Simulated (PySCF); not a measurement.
# Exercise with solution: oscillator strength and radiative lifetime

Ge(H)2(OH)2 (GeH4O2), SMILES [OH][GeH2][OH].

Geometry: PBE0-D3(BJ)/def2-TZVP. One conformer was computed; it need not be the lowest.

TDDFT-M06-2X/def2-SVPD (PySCF 2.14.0) puts the first singlet state with f over 0.02 at 7.95 eV (vertical), with the transition dipole (0.000, 0.000, 0.523) in atomic units.

Task: Find the oscillator strength, the wavelength and the radiative lifetime that this transition would have in vacuum if emission retraced absorption.

Result: 
|μ|² = 0.2735 au, so |μ| = 1.33 D. ΔE = 7.95/27.211 = 0.2922 hartree. f = (2/3) ΔE |μ|² = 0.053 (the program prints 0.053).
λ = 1239.84/7.95 = 156 nm; ν = 64121 cm⁻¹.
Einstein's coefficient A = 0.6670 ν² f s⁻¹ (ν in cm⁻¹) = 1.5e8 s⁻¹, so τ = 1/A = 6.8 ns. This state is S2; the lower singlet has f = 0.013. The figure is the radiative limit of this one transition; relaxation, internal conversion, crossing to triplets and a medium change what is measured.
